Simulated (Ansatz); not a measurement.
## Reading a saddle point

A first-order saddle point of BH2Cl3O, closed shell, PBE0-D4/def2-TZVP, with one imaginary mode of 1015i cm⁻¹:

```csv
atom,x (Å),y (Å),z (Å)
B1,-0.1790,0.4906,-0.2668
O2,0.3110,-0.0851,1.0047
Cl3,0.7041,1.8944,-0.8373
Cl4,-1.9288,0.3961,-0.4987
H5,0.7588,-0.9865,0.2736
Cl6,0.7584,-1.3034,-1.2189
H7,-0.4244,-0.4062,1.5433
```

Computed with Ansatz 0.2.0 (basis: def2-TZVPP and def2-QZVPP); correlated methods freeze the cores. Extrapolation: Hartree–Fock as exp(−7.88 √X), correlation as X^−2.97.

Question: Which contacts change along the imaginary mode, and what lies on either side? (Judge from chemistry; the calculation decides.)

Answer: The calculation gives: The step is BHCl₂O ([OH][B]([Cl])[Cl]) + HCl → BCl₃ ([Cl][B]([Cl])[Cl]) + H₂O (still joined by a long B–O bond), with the molecules in contact on both sides. Shortening one way: B1–Cl6, O2–H5; lengthening the same way: B1–O2, H5–Cl6.
| pair | one side (Å) | saddle (Å) | other side (Å) |
| --- | --- | --- | --- |
| B1–Cl6 | 4.26 | 2.24 | 1.82 |
| O2–H5 | 2.00 | 1.24 | 0.97 |
| B1–O2 | 1.35 | 1.48 | 1.66 |
| H5–Cl6 | 1.29 | 1.53 | 2.48 |

Question: Which side is lower, and how far does the saddle lie above each? (An estimate is asked for; the value comes from the calculation.)

Answer: The calculation gives: The side with B1–O2, H5–Cl6 short is lower by 8.46 kcal/mol; the saddle lies 28.35 kcal/mol above it and 19.89 kcal/mol above the other (CCSD(T) at an estimated basis limit (MP2 extrapolated from triple and quadruple zeta, plus CCSD(T) − MP2 in triple zeta); electronic energies).

No T1 diagnostic of these runs exceeds 0.011. The end structure is not quite a true minimum (one mode of 32i cm⁻¹).

Hydrogen chloride, the by-product of chloride precursors, can attack films and sites by steps of this kind.

Labels in which every atom is bracketed show which atoms are joined, not bond orders.

For scale, one of the runs: CCSD(T)/def2-TZVPP, 216 basis functions (an equivalent command: `ansatz run in.yaml --threads 4`). Hardware: 4 CPU threads, shared host. Wall time 87 s; peak host memory 3.1 GiB.
